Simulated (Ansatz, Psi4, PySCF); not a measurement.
C3H3N2, doublet, geometry from GFN2-xTB. Base run: B3LYP5/STO-3G in PySCF.

The PySCF input:
```python
from pyscf import gto, scf, dft

mol = gto.Mole()
mol.atom = '''
    C    -0.98699943   -0.45547695    0.34789029
    C    -0.78858205    0.72851015   -0.38738364
    N     0.52843173    0.87235337   -0.56904093
    C     1.10903837   -0.17053811    0.02466777
    N     0.21684128   -0.98695486    0.58561766
    H    -1.88968967   -0.91709980    0.69350309
    H    -1.49508281    1.43758016   -0.76878885
    H     2.16712002   -0.33324054    0.04820214
'''
mol.basis = 'sto-3g'
mol.spin = 1
mol.verbose = 4
mol.build()

mf = dft.UKS(mol)
mf.xc = 'b3lyp5'
mf.kernel()
```

The same geometry, method and basis name were run in Ansatz (a program for electronic structure) and Psi4 and PySCF, at each program's defaults and at the settings that a row names. The base is PySCF at its defaults. Differences at the defaults can come from grids, fitting, cores and function types together. The rows with settings made alike still differ; the cause (another SCF solution, basis table, core potential or functional code) wasn't traced.

| code and settings | ΔE vs base (µEh) | basis functions | E (Eh) | SCF cycles | dipole (D) |
|---|---|---|---|---|---|
| PySCF, defaults (exact integrals, its default grid, spherical functions) | 0.0 | 28 | -222.50002 | 11 | 1.38 |
| Psi4, defaults (density fitting with its default set, its default grid, spherical functions) | -1401 | 28 | -222.50142 | 10 | 1.38 |
| Ansatz, defaults (factorised integrals, its default grid, spherical functions) | -4565 | 28 | -222.50459 | - | - |
| PySCF, density fitting with def2-universal-jkfit | -1399 | 28 | -222.50142 | 11 | 1.38 |
| PySCF, fine grid | 0.2 | 28 | -222.50002 | 11 | 1.38 |
| Psi4, exact integrals, spherical functions, fine grid | -0.1 | 28 | -222.50002 | 13 | 1.38 |
| Ansatz, high accuracy | -4565 | 28 | -222.50459 | - | - |

Open shells are given as the SCF converged; they aren't shown to be the lowest states, and a large step between rows can be another state.
